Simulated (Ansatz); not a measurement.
Input and output for the cluster Cu₃Cl₆⁺ (the lowest singlet isomer of a short search).

```yaml
crystal:
  periodic: [false, false, false]
  atoms:
    - {symbol: Cu, position_ang: [-0.187251, -0.449628, 0.585962]}
    - {symbol: Cu, position_ang: [1.591179, 0.299947, -1.259279]}
    - {symbol: Cu, position_ang: [0.601314, 2.081652, 0.356525]}
    - {symbol: Cl, position_ang: [1.639623, 2.509145, -1.573402]}
    - {symbol: Cl, position_ang: [-2.370425, -1.340858, 0.736371]}
    - {symbol: Cl, position_ang: [1.956613, 0.290167, 1.063203]}
    - {symbol: Cl, position_ang: [-1.191423, 1.422306, 1.505463]}
    - {symbol: Cl, position_ang: [-2.532313, -3.184625, -0.152891]}
    - {symbol: Cl, position_ang: [0.492675, -1.628106, -1.261932]}
basis:
  gaussian: {orbitals: 6-31G}
total_charge: 1
hamiltonian: {xc: {name: CAM-B3LYP}, dispersion: d3bjatm}
output: {forces: true}
```

```sh
$ ansatz run in.yaml --threads 4 --pin off --events-out ev --progress --plain --max-ram 4787MiB
```

It prints (some lines left out):

```
Functional definition: CAM-B3LYP
1708 factors; integrals over basis functions are off by at most 1.4e-4 eV
431 factors; integrals over basis functions are off by at most 2.0e-5 eV
mean field evaluation 1: about -208994.5761 eV, gradient 1.3e2 eV
mean field evaluation 2: about -206298.3270 eV, gradient 8.2e2 eV
mean field evaluation 4: about -208960.5466 eV, gradient 1.7e2 eV
mean field evaluation 8: about -209033.8675 eV, gradient 9.9e0 eV
mean field evaluation 16: about -209034.4695 eV, gradient 3.7e-5 eV
mean field -209034.46953955 eV, -7681.8750669260 hartree, gradient 3.7e-5 eV, S^2 0.000000; 2 other end points of the search recorded, 0 dependent functions left out
reference -209034.46970189 eV, -7681.8750728918 hartree; 94, 94 occupied and 71, 71 virtual orbitals, 1708 factors
Total energy: -209035.12932413 eV, -7681.8993135622 hartree
Atom 0 at    -0.187251    -0.449628     0.585962 Å, force     0.342457     0.489523    -0.240008 eV/Å
Atom 1 at     1.591179     0.299947    -1.259279 Å, force    -0.359984     0.145522     0.276887 eV/Å
Atom 2 at     0.601314     2.081652     0.356525 Å, force    -0.110803    -0.439304    -0.176250 eV/Å
Atom 3 at     1.639623     2.509145    -1.573402 Å, force     0.041626     0.189486    -0.179436 eV/Å
Atom 4 at    -2.370425    -1.340858     0.736371 Å, force    -0.012740     1.942604     1.070996 eV/Å
Atom 5 at     1.956613     0.290167     1.063203 Å, force     0.377616    -0.169780     0.464468 eV/Å
Atom 6 at    -1.191423     1.422306     1.505463 Å, force     0.003405     0.306403     0.063584 eV/Å
Atom 7 at    -2.532313    -3.184625    -0.152891 Å, force    -0.281392    -2.304000    -1.071268 eV/Å
Atom 8 at     0.492675    -1.628106    -1.261932 Å, force    -0.000185    -0.160453    -0.208973 eV/Å
Dipole moment:     0.128538    -0.130443     0.094780 e Å
```

It took 28 s on 4 threads of Intel Xeon on a shared host, peak host memory 0.99 GiB.

The 6-31G sets use Cartesian d functions. The restricted singlet is unstable towards broken spin symmetry at other levels; at RKS CAM-B3LYP-D3(BJ)-ATM/6-31G this wasn't settled.

The dipole of an ion depends on the origin.
